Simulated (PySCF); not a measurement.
Input for PySCF:
```python
from pyscf import gto, scf, dft

mol = gto.M(
    atom='''
Sb    0.271422   -0.029248    0.319029
C     0.477766    0.265396   -1.834885
H     1.524677    0.350279   -2.099457
H    -0.038614    1.171783   -2.130321
H     0.044764   -0.577527   -2.361629
C    -1.904786   -0.111624    0.157569
H    -2.191780   -0.931441   -0.491277
H    -2.275157    0.817869   -0.259969
H    -2.344313   -0.261957    1.136058
''',
    basis='def2-svp',
    ecp={'Sb': 'def2-svp'},
    charge=0,
    spin=1,
    verbose=3,
)

mf = dft.UKS(mol)
mf.xc = 'b3lyp'
mf = mf.density_fit(auxbasis='def2-universal-jkfit')
mf.kernel()
```

Question: What is the computed number of basis functions (DF-B3LYP/def2-SVP (PySCF))?

Answer: 84

Question: Estimate the total energy that DF-B3LYP/def2-SVP returns for this input.

Answer: -320.0693 Eh

Question: Estimate the dipole moment that DF-B3LYP/def2-SVP returns for this input.

Answer: 0.63 D

Question: Estimate the <S^2> that DF-B3LYP/def2-SVP returns for this input.

Answer: 0.753

Question: Estimate the nuclear repulsion energy that DF-B3LYP/def2-SVP returns for this input.

Answer: 125.6819 Eh

These values belong to the state on which the SCF converged, which isn't shown to be the lowest.
